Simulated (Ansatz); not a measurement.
`[SiH3]OC([SiH3])S` + H₂ → `[SiH3]OCS` + SiH₄  (hydrogenolysis of a C–Si bond)

Program: Ansatz. Geometries: PBE0-D4/def2-TZVP. ΔE: electronic, gas phase. CBS: MP2 limit from def2 TZ/QZ plus the TZ coupled-cluster correction, frozen cores. This one scheme is used for every species. Functionals use def2-TZVPP. One conformer a species, not always the lowest.

| level | ΔE (kcal/mol) |
| --- | --- |
| PBE0-D4 | -6.1 |
| PBE0 | -8.5 |
| MP2/def2-TZVPP | -5.1 |
| MP2/def2-QZVPP | -4.6 |

Task: What does CCSD(T)/CBS give? (An estimate is asked.)

Result: Ansatz gave: -5.9 kcal/mol. The listed levels differ from it by -0.2, -2.6, 0.8, 1.3 kcal/mol.

Largest T1 diagnostic among the species: 0.012.

From PBE to PBE0 (25 % exact exchange), in def2-TZVPP and without D4, ΔE moves by −1.2 kcal/mol. In def2-TZVPP, CCSD(T) changes the Hartree–Fock value by +8.5 kcal/mol (the triples alone add +1.7 kcal/mol) and MP2 by +10.3 kcal/mol.
